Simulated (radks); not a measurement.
Results of a calculation; reference values are marked as such.
Effect of the nuclear size on neutral mercury, [Hg]. Code: a radial shooting solver on a logarithmic mesh with Libxc functionals. Model: Dirac Kohn-Sham, BLYP, spin-unpolarised, spherical densities, finite nucleus; Fermi nuclear charge, rms radius 5.4648 fm. The rms radius is varied about that value; shifts are against it.

rms radius (fm)	total energy shift (eV)	density at nucleus (e/bohr^3)	1s1/2 shift (meV)	2s1/2 shift (meV)	4p1/2 shift (meV)	5s1/2 shift (meV)	5p1/2 shift (meV)	6s1/2 shift (meV)	6p1/2 (empty) shift (meV)
4.7434	-26.6	2.464e+06	-10600	-1590	-1.49	-17.9	0.478	-1.17	0.319
5.0222	-16.6	2.407e+06	-6640	-990	-0.933	-11.1	0.297	-0.729	0.199
5.4648	0	2.325e+06	0.000	0.000	0.000	0.000	0.000	0.000	0.000
5.7216	10.0	2.281e+06	4000	597	0.566	6.72	-0.179	0.440	-0.120
6.0714	24.1	2.226e+06	9630	1440	1.37	16.2	-0.429	1.06	-0.288

Slopes of the eigenvalues against <r^2> in GHz/fm^2, as finite differences over the two radii next to the reference (eigenvalue slopes, not the field-shift constants of lines): 1s1/2 343000, 2s1/2 51100, 4p1/2 48.2, 5s1/2 575, 5p1/2 -15.3, 6s1/2 37.6, 6p1/2 (empty) -10.2.
